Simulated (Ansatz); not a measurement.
# Ligand exchange: BBrCl2 + GeH(CH3)2Cl → BCl3 + GeH(CH3)2Br

Species: BBrCl2 (bromodichloroborane) `ClB(Cl)Br`, singlet; GeH(CH3)2Cl, singlet; BCl3 (boron trichloride) `ClB(Cl)Cl`, singlet; GeH(CH3)2Br, singlet. The partners trade Br for Cl: B–Br and Ge–Cl bonds give way to B–Cl and Ge–Br.

Shapes, held fixed at every level: PBE0-D4/def2-TZVP. Programs: Ansatz 0.2.0. Electronic energies: no zero-point or thermal term.

```tsv
level	kind	ΔE (kJ/mol)	less CCSD(T)/def2-TZVPP
HF/def2-TZVPP	Hartree–Fock	-22.2	-3.9
PBE-D4/def2-TZVPP	GGA	-19.0	-0.7
r2SCAN-D4/def2-TZVPP	meta-GGA	-19.6	-1.3
B3LYP-D4/def2-TZVPP	global hybrid	-19.7	-1.4
PBE0-D4/def2-TZVPP	global hybrid	-20.0	-1.7
MP2/def2-TZVPP	perturbation theory	-17.7	+0.6
CCSD/def2-TZVPP	coupled cluster or CI	-18.7	-0.4
CCSD(T)/def2-TZVPP	coupled cluster or CI	-18.3	0.0
```

The highest level, CCSD(T)/def2-TZVPP, gives ΔE = -18.3 kJ/mol; the levels span -22.2 to -17.7. The column of differences is taken from that level and isn't an error. No measured value is set beside it here. Relativity is left out for Br, Ge. Outer-core shells of Br, Ge are correlated, in sets that cover them unevenly.
